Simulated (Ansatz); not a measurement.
Coupled-cluster run, CH3F3Zr, SMILES `[CH3][Zr]([F])([F])[F]`.

```yaml
crystal:
  periodic: [false, false, false]
  atoms:
    - {symbol: C, position_ang: [-0.993039, -0.177684, 0.564721]}
    - {symbol: Zr, position_ang: [0.899205, 0.160832, -0.511367]}
    - {symbol: F, position_ang: [2.238903, -0.789562, 0.441045]}
    - {symbol: F, position_ang: [0.649276, -0.514571, -2.268197]}
    - {symbol: F, position_ang: [1.199339, 2.035625, -0.497215]}
    - {symbol: H, position_ang: [-0.930154, 0.186969, 1.596284]}
    - {symbol: H, position_ang: [-1.240199, -1.244774, 0.600260]}
    - {symbol: H, position_ang: [-1.823342, 0.343175, 0.074470]}
basis:
  gaussian: {orbitals: def2-SVP}
correlation: {method: ccsd_t}
```

```sh
$ ansatz run in.yaml --threads 4 --pin off --events-out ev --progress --plain --max-ram 10444MiB
```

Output of Ansatz, abridged:

```
Functional definition: HF
1014 factors; integrals over basis functions are off by at most 1.1e-3 eV
mean field evaluation 1: about -10455.0193 eV, gradient 5.6e1 eV
mean field evaluation 2: about -10455.1022 eV, gradient 5.6e1 eV
mean field evaluation 4: about -10461.0963 eV, gradient 3.0e0 eV
mean field evaluation 8: about -10461.1659 eV, gradient 3.5e-1 eV
mean field -10461.16677233 eV, -384.4407880498 hartree, gradient 4.5e-6 eV, S^2 0.000000; 0 other end points of the search recorded, 0 dependent functions left out
4 core orbitals not correlated: weight in the atoms' cores, before any rotation towards them, 1.000 or more for the frozen orbitals, at most 0.000 for the correlated occupied ones
reference -10461.16677233 eV, -384.4407880498 hartree; 20, 20 occupied and 78, 78 virtual orbitals, 1014 factors
second order -25.98421399 eV of doubles, -0.00000000 eV of singles
cycle   1  -25.55075897 eV  change    4.3e-1 eV  update   1.6e-1
cycle   2  -26.22760763 eV  change   -6.8e-1 eV  update   6.5e-2
cycle   3  -26.41405548 eV  change   -1.9e-1 eV  update   2.9e-2
cycle   4  -26.41377694 eV  change    2.8e-4 eV  update   7.0e-3
cycle   5  -26.40295878 eV  change    1.1e-2 eV  update   2.3e-3
cycle   6  -26.40280816 eV  change    1.5e-4 eV  update   7.2e-4
cycle   7  -26.40289472 eV  change   -8.7e-5 eV  update   2.5e-4
cycle   8  -26.40280537 eV  change    8.9e-5 eV  update   8.7e-5
cycle   9  -26.40283545 eV  change   -3.0e-5 eV  update   2.9e-5
perturbative correction -0.66358453 eV, -0.0243862818 hartree
Total energy: -10488.23319232 eV, -385.4354606380 hartree
```

Run time 9.5 s (4 threads of an Arm Neoverse V1 on a shared host); peak host memory 0.56 GiB.

MP2 recovers 96.0 % of the CCSD(T) correlation energy and the triples give 2.5 %; T1 = 0.0175.
